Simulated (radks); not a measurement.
These are the eigenvalues of the occupied orbitals of an atom or ion with whole-number occupations (eV). All-electron calculation, Dirac Kohn-Sham, LB94 model potential, spin-unpolarised, spherical densities, finite nucleus; Fermi nuclear charge, rms radius of each element as measured or else 0.836 A^(1/3) + 0.57 fm. Program: a radial shooting solver on a logarithmic mesh with Libxc functionals.

| orbital | eigenvalue |
|---|---|
| 1s1/2 | -31253.47 |
| 2s1/2 | -5449.012 |
| 2p1/2 | -5160.241 |
| 2p3/2 | -4904.336 |
| 3s1/2 | -1663.629 |
| 3p1/2 | -1545.368 |
| 3p3/2 | -1495.811 |
| 3d3/2 | -1290.092 |
| 3d5/2 | -1279.357 |

Which element is it, and in what charge state? The configuration may be excited. Open shells, if any, fill j = l - 1/2 first.

Answer. Z = 51, antimony, charge +24: Sb24+ in [Ar] 3d9. The list shows which subshells hold electrons but not how many an open one holds; the 1s level, -1148.5 hartree, gives Z - s = 47.9 by -(Z - s)^2/2, which with screening and relativity narrows Z to a few neighbours, and the depths of the outer levels then fix element, charge and occupations together.
